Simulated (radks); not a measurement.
Results of a calculation; reference values are marked as such.
Task: Mn IX, configuration [Ne] 3s2 3p5. Code: a radial shooting solver on a logarithmic mesh with Libxc functionals. Model: Dirac Kohn-Sham, exchange-only PBE, spin-unpolarised, spherical densities, finite nucleus; open shells fill j = l - 1/2 first; Fermi nuclear charge, rms radius 3.7057 fm. Some entries of the table are withheld. Estimate them.

| orbital | occ. | eigenvalue (eV) | <1/r> (bohr^-1) |
|---|---|---|---|
| 1s1/2 | 2 | -6607.406 | 24.93 |
| 2s1/2 | 2 | -923.3277 | 5.334 |
| 2p1/2 | 2 | (1) | 5.274 |
| 2p3/2 | 4 | (2) | 5.188 |
| 3s1/2 | 2 | -241.3960 | 1.828 |
| 3p1/2 | 2 | -209.5393 | (3) |
| 3p3/2 | 3 | -207.8626 | (4) |

Result: 
(1) 2p1/2 eigenvalue (eV): -816.8795
(2) 2p3/2 eigenvalue (eV): -806.4194
(3) 3p1/2 <1/r> (bohr^-1): 1.742
(4) 3p3/2 <1/r> (bohr^-1): 1.724
